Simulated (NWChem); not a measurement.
Molecule: C$_{4}$H$_{6}$S; SMILES C1=CSCC1

```xyz
11

C      0.8897    -1.1758     0.0921
C      1.2796     0.1005     0.0251
S     -0.0256     1.2787    -0.2277
C     -1.2857    -0.0421     0.1131
C     -0.5895    -1.3985    -0.1277
H      1.5819    -2.0030     0.2190
H      2.2979     0.4675     0.0919
H     -1.5993     0.0585     1.1565
H     -2.1520     0.1157    -0.5323
H     -0.7629    -1.7461    -1.1584
H     -1.0060    -2.1649     0.5374
```
Atoms are numbered in this order, from 1.

All runs: NWChem. Pople sets run with spherical d functions. Structure relaxed at the B3LYP/6-31G* (spherical d) level. Level: B3LYP/6-31G* with SMD (1 M gas to 1 M solution), gas-phase geometry.

Q: Predict the results for solvent water. Quantities: solvation free energy (kcal/mol); cavity-dispersion-structure term (kcal/mol); dipole in solution (D).

A: 
* **solvation free energy (kcal/mol)**: -1.4
* **cavity-dispersion-structure term (kcal/mol)**: 2.3
* **dipole in solution (D)**: 2.41
